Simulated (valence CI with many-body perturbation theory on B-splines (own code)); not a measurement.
# Which ion has this spectrum?

A relativistic CI+MBPT calculation for an atom or ion with 33 electrons gives these levels (eV):

```
  J  Parity       E     g
3/2     odd    0.00  1.36
3/2     odd  103.55  1.46
5/2     odd  109.23  1.19
1/2     odd  116.37  0.66
3/2    even  161.06  0.79
5/2    even  189.12  1.25
5/2    even  209.05  1.43
3/2     odd  220.95  1.30
1/2    even  222.46  2.10
3/2    even  224.50  1.17
5/2    even  263.99  0.96
3/2    even  264.39  0.91
1/2    even  264.65  0.20
7/2    even  269.70  1.04
```

The energies are calculated, and their last digits are not significant.

(1) Which is it?
A. Ir44+
B. Au46+
C. Re42+
D. Os43+

Answers

(1) D. Os43+, ground level (4s^2 4p1/2^2 4p3/2) J=3/2.
